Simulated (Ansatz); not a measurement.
Mulliken charges of CBrClF$_{2}$ (`FC(F)(Cl)Br`) from ωB97M-V/def2-TZVPP in Ansatz (PBE0-D4/def2-TZVP geometry).

```json
{"atom": "F1", "x (Å)": "-1.109", "y (Å)": "0.025", "z (Å)": "0.813", "charge (e)": "-0.118"}
{"atom": "C2", "x (Å)": "-0.020", "y (Å)": "-0.087", "z (Å)": "0.067", "charge (e)": "0.256"}
{"atom": "F3", "x (Å)": "0.824", "y (Å)": "-0.897", "z (Å)": "0.690", "charge (e)": "-0.118"}
{"atom": "Cl4", "x (Å)": "-0.445", "y (Å)": "-0.771", "z (Å)": "-1.492", "charge (e)": "-0.008"}
{"atom": "Br5", "x (Å)": "0.800", "y (Å)": "1.657", "z (Å)": "-0.120", "charge (e)": "-0.011"}
```

Question: By hand: the dipole of these point charges (1 e Å = 4.8032 D).

Answer: Σ q r = (0.023, 0.069, -0.147) e Å, of length 0.164 e Å = 0.79 D.

Question: How does the dipole of the full density compare? (Best estimate.)

Answer: The calculation gave: (0.014, 0.042, -0.085) e Å, 0.46 D; the point charges give 1.72 times that, at 1° from its direction.

Point charges leave out the atoms' own dipoles, such as those of lone pairs, and Mulliken's split depends on the basis, so the two needn't agree.
